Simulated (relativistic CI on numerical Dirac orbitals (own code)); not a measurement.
# Sensitivity of the levels of Xe XXXVIII to α and to the nuclear radius

Calculated at this level of theory: Dirac-Coulomb-Breit CI, KLI orbitals optimised for each configuration, derivatives by finite differences, unscaled Slater integrals, QED left out (own radial code, finite nucleus).

CI space (outside the closed core [Ne]): 3s²3p⁵, 3s3p⁶, 3s²3p⁴3d, 3s3p⁵3d, 3p⁶3d, 3s3p⁴3d², 3p⁵3d², 3p⁴3d³. Double excitations out of closed p, d and f shells are left out; levels of such configurations are missing from the list, as are those of other unlisted configurations, and high levels can miss mixing partners.

With x = (α/α₀)² − 1 an excitation energy changes as ω = ω₀ + qx; K = 2q/ω₀ is the relative enhancement. Terms are leading LS components, so labels can repeat. The field-shift factor is F = δν/δ⟨r²⟩ for the transition from the lowest level.

Lowest level 3s²3p⁵ ²P°3/2.

| Level | ω₀ (cm⁻¹) | q (cm⁻¹) | K | F (GHz/fm²) |
| --- | --- | --- | --- | --- |
| 3s²3p⁵ ²P°1/2 | 625678 | 690200 | 2.21 | -25.3 |
| 3s²3p⁴3d ⁴D3/2 | 1229445 | 45850 | 0.0746 | 0.894 |
| 3s²3p⁴3d ⁴D5/2 | 1248207 | 62490 | 0.1 | 1.2 |
| 3s²3p⁴3d ⁴P1/2 | 1250425 | 89520 | 0.143 | -50.7 |
| 3s²3p⁴3d ⁴F7/2 | 1286991 | 52130 | 0.081 | 1.83 |
| 3s²3p⁴3d ²P1/2 | 1364435 | 338800 | 0.497 | -210 |
| 3s²3p⁴3d ²F7/2 | 1382237 | 177600 | 0.257 | 2.57 |
| 3s²3p⁴3d ²D3/2 | 1385997 | 68090 | 0.0983 | -0.364 |
| 3s²3p⁴3d ⁴F9/2 | 1401566 | 177400 | 0.253 | 3.87 |
| 3s²3p⁴3d ²D5/2 | 1551440 | 198000 | 0.255 | 0.529 |
| 3s²3p⁴3d ²D3/2 | 1580060 | 230000 | 0.291 | 0.136 |
| 3s²3p⁴3d ²D5/2 | 1599462 | 248500 | 0.311 | -1.84 |
| 3s3p⁶ ²S1/2 | 1621842 | 615300 | 0.759 | -445 |

At this charge energies of transitions that change n are usually good to better than 1 %, and those within a shell (Δn = 0) to a few per cent.
